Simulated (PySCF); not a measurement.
Bond energies at r²SCAN/def2-SVP beside a composite method

PySCF, lowest determinants of a PBE0 search. The composite is CCSD(T) extrapolated to the basis-set limit from two correlation-consistent sets, with core-valence (CV) and scalar-relativistic (SR) terms as its label shows; it has no spin–orbit coupling and nothing beyond (T).

```
species  state (unpaired electrons)  De r²SCAN (eV)  De composite (eV)              composite  dissociates to
   NaCl      singlet (closed shell)            4.19               4.15  CCSD(T)/CBS(DT)+CV+SR         Na + Cl
   TlCl      singlet (closed shell)            4.44               4.40     CCSD(T)/CBS(DT)+CV         Tl + Cl
   RbCa               doublet (σ ↑)            0.25               0.14        CCSD(T)/CBS(DT)         Rb + Ca
    CdC              triplet (π ↑↑)            1.17               0.82        CCSD(T)/CBS(DT)          Cd + C
   SiC⁺         quartet (σ ↑, π ↑↑)            3.90               3.60  CCSD(T)/CBS(TQ)+CV+SR         Si⁺ + C
    GaI      singlet (closed shell)            3.87               3.71        CCSD(T)/CBS(DT)          Ga + I
    TlH      singlet (closed shell)            2.51               2.61        CCSD(T)/CBS(DT)          Tl + H
    HgC              triplet (π ↑↑)            0.85               0.54        CCSD(T)/CBS(DT)          Hg + C
```

Q: Does r²SCAN bind more or less than the composite, by how much on average, and where is the difference largest?

A: r²SCAN/def2-SVP binds more on average, method and basis taken together: the mean signed difference is +0.15 eV and the mean absolute one 0.18 eV; it is largest for CdC (+0.35 eV).

The molecules are drawn from runs that passed checks on state, spin purity and fit, so the hardest cases are missing and the errors look smaller than over all diatomics.

Correlated steps freeze the inner cores (4 to 19 orbitals); shallow outer-core shells are correlated. Weak bonds: RbCa. Basis-set superposition, not corrected here, can be much of De in a small basis, most of all at correlated wavefunction levels. Functionals without a dispersion term scatter widely for such bonds, and LDA overbinds them. Spin–orbit coupling is left out, which matters for elements this heavy, above all for dissociation energies. For an ion De counts to the pair picked by the measured ionisation energies or electron affinities, which need not be the lowest pair at this level. Where the molecule has an RHF reference, its open-shell atoms are computed with UHF. The CCSD T1 diagnostic is raised in CdC, SiC⁺, a sign that a single reference may not be enough there. States were picked by a PBE0 search and need not be the measured ground states.
